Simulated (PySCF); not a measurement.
SMILES CC(C)(C)CCCl, GFN2-xTB optimised geometry.

```
20

C     -0.24    -0.83     1.26
C      0.26    -0.11     0.00
C      1.79    -0.11     0.00
C     -0.24     1.34     0.00
C     -0.21    -0.85    -1.27
C     -1.71    -0.96    -1.43
Cl    -2.10    -1.83    -2.95
H     -1.32    -0.76     1.35
H      0.20    -0.37     2.14
H      0.04    -1.88     1.24
H      2.17     0.41     0.88
H      2.17     0.39    -0.89
H      2.17    -1.13     0.01
H     -1.32     1.38     0.09
H      0.05     1.84    -0.92
H      0.19     1.88     0.84
H      0.20    -0.34    -2.14
H      0.21    -1.86    -1.26
H     -2.19     0.01    -1.51
H     -2.17    -1.54    -0.63
```

Density from CAM-B3LYP/def2-SVP run with PySCF at that geometry.

Minimum of the electron density along straight lines between bonded atoms, close to the bond critical point (lines longer than 1.1 times the sum of covalent radii, or with two minima, are not listed):

```json
[
 {"bond": "C1–C2", "length / Å": "1.530", "ρ at the minimum / e bohr⁻³": "0.246", "∇²ρ there / e bohr⁻⁵": "-0.57", "position (fraction from the first atom)": "0.50"},
 {"bond": "C2–C3", "length / Å": "1.532", "ρ at the minimum / e bohr⁻³": "0.245", "∇²ρ there / e bohr⁻⁵": "-0.57", "position (fraction from the first atom)": "0.50"},
 {"bond": "C2–C4", "length / Å": "1.530", "ρ at the minimum / e bohr⁻³": "0.246", "∇²ρ there / e bohr⁻⁵": "-0.57", "position (fraction from the first atom)": "0.50"},
 {"bond": "C2–C5", "length / Å": "1.542", "ρ at the minimum / e bohr⁻³": "0.242", "∇²ρ there / e bohr⁻⁵": "-0.55", "position (fraction from the first atom)": "0.50"},
 {"bond": "C5–C6", "length / Å": "1.520", "ρ at the minimum / e bohr⁻³": "0.251", "∇²ρ there / e bohr⁻⁵": "-0.60", "position (fraction from the first atom)": "0.48"},
 {"bond": "C6–Cl7", "length / Å": "1.789", "ρ at the minimum / e bohr⁻³": "…", "∇²ρ there / e bohr⁻⁵": "-0.21", "position (fraction from the first atom)": "0.42"},
 {"bond": "C1–H8", "length / Å": "1.087", "ρ at the minimum / e bohr⁻³": "0.277", "∇²ρ there / e bohr⁻⁵": "-1.02", "position (fraction from the first atom)": "0.62"},
 {"bond": "C1–H9", "length / Å": "1.088", "ρ at the minimum / e bohr⁻³": "0.277", "∇²ρ there / e bohr⁻⁵": "-1.02", "position (fraction from the first atom)": "0.63"},
 {"bond": "C1–H10", "length / Å": "1.087", "ρ at the minimum / e bohr⁻³": "0.277", "∇²ρ there / e bohr⁻⁵": "-1.02", "position (fraction from the first atom)": "0.63"},
 {"bond": "C3–H11", "length / Å": "1.087", "ρ at the minimum / e bohr⁻³": "0.277", "∇²ρ there / e bohr⁻⁵": "-1.02", "position (fraction from the first atom)": "0.63"},
 {"bond": "C3–H12", "length / Å": "1.088", "ρ at the minimum / e bohr⁻³": "0.277", "∇²ρ there / e bohr⁻⁵": "-1.02", "position (fraction from the first atom)": "0.63"},
 {"bond": "C3–H13", "length / Å": "1.088", "ρ at the minimum / e bohr⁻³": "0.277", "∇²ρ there / e bohr⁻⁵": "-1.02", "position (fraction from the first atom)": "0.63"},
 {"bond": "C4–H14", "length / Å": "1.087", "ρ at the minimum / e bohr⁻³": "0.277", "∇²ρ there / e bohr⁻⁵": "-1.02", "position (fraction from the first atom)": "0.62"},
 {"bond": "C4–H15", "length / Å": "1.088", "ρ at the minimum / e bohr⁻³": "0.277", "∇²ρ there / e bohr⁻⁵": "-1.02", "position (fraction from the first atom)": "0.63"},
 {"bond": "C4–H16", "length / Å": "1.088", "ρ at the minimum / e bohr⁻³": "0.277", "∇²ρ there / e bohr⁻⁵": "-1.02", "position (fraction from the first atom)": "0.63"},
 {"bond": "C5–H17", "length / Å": "1.092", "ρ at the minimum / e bohr⁻³": "0.277", "∇²ρ there / e bohr⁻⁵": "-1.02", "position (fraction from the first atom)": "0.63"},
 {"bond": "C5–H18", "length / Å": "1.092", "ρ at the minimum / e bohr⁻³": "0.277", "∇²ρ there / e bohr⁻⁵": "-1.02", "position (fraction from the first atom)": "0.63"},
 {"bond": "C6–H19", "length / Å": "1.089", "ρ at the minimum / e bohr⁻³": "0.285", "∇²ρ there / e bohr⁻⁵": "-1.10", "position (fraction from the first atom)": "0.64"},
 {"bond": "C6–H20", "length / Å": "1.089", "ρ at the minimum / e bohr⁻³": "0.285", "∇²ρ there / e bohr⁻⁵": "-1.10", "position (fraction from the first atom)": "0.64"}
]
```

**Question.** What belongs in the gaps?

**Answer.** 
- C6–Cl7, ρ at the minimum / e bohr⁻³: 0.177
